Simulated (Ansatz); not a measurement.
Correlation energies of C3H7BO (`B/C=C/CO`) by basis set

Cartesian coordinates in Å:
```
B -1.479 -1.803 0.229
C -0.572 -0.636 0.624
C 0.238 -0.058 -0.278
C 1.189 1.057 -0.005
O 1.126 2.067 -0.990
H -1.505 -2.153 -0.917
H -2.160 -2.374 1.031
H -0.538 -0.252 1.644
H 0.224 -0.407 -1.310
H 1.027 1.458 1.004
H 2.214 0.672 -0.042
H 0.236 2.429 -0.992
```

Charge 0, multiplicity 1. The geometry is a stationary point of PBE0-D4/def2-TZVP. It is one conformer, not always the lowest. Frozen core, restricted reference, Ansatz 0.2.0. CBS rows extrapolate triple and quadruple zeta; past MP2 they add the triple-zeta difference.

| basis | HF (Eh) | MP2 corr. | CCSD corr. | (T) | CCSD(T) total |
| --- | --- | --- | --- | --- | --- |
| def2-SVP | ? | -0.67014 | ? | -0.02228 | ? |
| def2-TZVPP | ? | ? | -0.87270 | -0.03572 | ? |
| def2-QZVPP | -217.28011 | -0.88782 | – | – | – |
| CBS(def2) | -217.28151 | -0.93025 | -0.97242 | as TZ | -218.28965 |

**Question.** Fill in the withheld values. (Estimate.)

**Answer.** Ansatz gave: def2-SVP HF (Eh): -217.01850; def2-SVP CCSD corr.: -0.72366; def2-SVP CCSD(T) total: -217.76444; def2-TZVPP HF (Eh): -217.26993; def2-TZVPP MP2 corr.: -0.83054; def2-TZVPP CCSD(T) total: -218.17835.
